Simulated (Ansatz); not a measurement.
Molecule: C$_{5}$H$_{12}$Se, net charge 0, singlet state. 
Structure (B3LYP-D3(BJ)/def2-TZVP (Ansatz, a program for electronic structure) minimum search):
```xyz
18

C     -3.9922     0.4965    -0.1159
C     -2.6416     0.8714     0.4875
C     -1.4806     0.0953    -0.1353
C     -0.1374     0.4726     0.4695
Se     1.3205    -0.5571    -0.3701
C      2.7865     0.2233     0.6733
H     -4.8046     1.0622     0.3435
H     -4.0115     0.6970    -1.1897
H     -4.2039    -0.5659     0.0253
H     -2.6583     0.6900     1.5669
H     -2.4672     1.9444     0.3600
H     -1.6516    -0.9777    -0.0059
H     -1.4603     0.2781    -1.2140
H     -0.1174     0.2627     1.5395
H      0.0758     1.5314     0.3189
H      2.6458     0.0160     1.7320
H      3.7059    -0.2464     0.3306
H      2.8407     1.2961     0.5004
```
Charge 0, spin multiplicity 1.

Wanted: atomisation energy (electronic, to ground-state atoms), in kcal/mol. Cores are frozen in the correlated levels unless marked. Open shells are spin-unrestricted. No spin-orbit coupling. Frozen are the shells of the preceding noble gas and the d and f shells that filled before the atom's block. Non-relativistic. The coupled-cluster limit lacks core correlation, which all-electron functionals hold. CBS marks a two-point X^-3 extrapolation of the correlation energy; Hartree-Fock from the larger set.

```
level                                program  atomisation energy (kcal/mol)
----------------------------  --------------  -----------------------------
PBE-D4/def2-TZVPD             Ansatz + dftd4                         1661.3
PBE0/STO-3G                           Ansatz                         1991.7
PBE0/def2-QZVPP                       Ansatz                         1638.1
r2SCAN0-D4/def2-TZVPD         Ansatz + dftd4                         1622.4
r2SCAN0/def2-TZVPD                    Ansatz                         1619.8
CAM-B3LYP-D3(BJ)/def2-TZVPD   Ansatz + dftd3                         1637.9
LC-wPBE/def2-TZVPD                    Ansatz                         1626.3
MP2/cc-pVQZ                           Ansatz                         1631.0
CCSD/cc-pVTZ                          Ansatz                         1577.7
CCSD(T)/CBS(cc-pVTZ,cc-pVQZ)          Ansatz                         1632.5
```
